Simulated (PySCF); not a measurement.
## V: ionisation energy

V [Ar] 3d3 4s2 (4F) → V+ [Ar] 3d4 (5D), as a difference of total energies. All numbers are calculated (PySCF 2.14, the non-relativistic Hamiltonian (point nucleus), in def2-TZVP (6s4p4d1f, 45 functions)). Correlated levels: valence: [Ar] frozen. The calculations carry no spin-orbit coupling.

```tsv
method	ionisation energy (eV)	difference from reference (eV)
UHF	5.882	-0.850
M06-L	6.153	-0.579
LDA	6.202	-0.530
MP2 (valence)	6.191	-0.541
SCS-MP2 (valence)	6.633	-0.099
```

Reference: 6.732 eV (measured; NIST levels, between the centres of gravity of the two terms).

These non-relativistic numbers lack the scalar-relativistic shift.

Errors of the correlated levels include the incompleteness of this basis and the frozen core.
